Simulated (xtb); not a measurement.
C2H8O2Si, SMILES O[SiH](C)OC. All values are semi-empirical tight-binding results from xtb (GFN2-xTB unless named), good for trends rather than for accurate numbers. Geometry: GFN2-xTB. One conformer was computed; it need not be the lowest.

Optimised geometry:

```xyz
13

Si     0.2394     0.3773    -0.3610
C      2.0145    -0.2268    -0.5874
O      0.0540     1.3792     0.9191
O     -0.6142    -0.9596    -0.0484
C     -1.9306    -1.0440     0.4125
H     -0.2649     1.0785    -1.5484
H      2.0818    -0.9690    -1.3740
H      2.6647     0.5985    -0.8607
H      2.4082    -0.6730     0.3208
H      0.5697     2.1752     1.0019
H     -2.0860    -0.3804     1.2648
H     -2.1160    -2.0758     0.7139
H     -2.6313    -0.7675    -0.3795
```

Estimate the properties. (An estimate is asked for; the answer gives what the named calculation found.)


| Item | Value |
|---|---|
| orbital gap | 7.24 eV |
| dipole moment | 1.40 D |
| zero-point energy | 62.8 kcal/mol |
| G − E(el) at 298.15 K (modified RRHO) | 42.5 kcal/mol |
| static polarisability (D4 model) | 65.9 bohr³ |
| solvation energy, GFN2-xTB/ALPB(water) | -4.9 kcal/mol |
| solvation energy, GFN2-xTB/ALPB(hexane) | -3.3 kcal/mol |

Give the atomic charges and the Wiberg bond orders between heavy atoms. (An estimate is asked for; the answer gives what the named calculation found.)

charges (e) Si1 0.57, C2 -0.21, O3 -0.47, O4 -0.35, C5 0.04, H6 -0.08, H7 0.03, H8 0.01, H9 0.04, H10 0.30, H11 0.04, H12 0.05, H13 0.03. Bond orders Si1–C2 0.87, Si1–O3 1.17, Si1–O4 1.15, O4–C5 1.00.
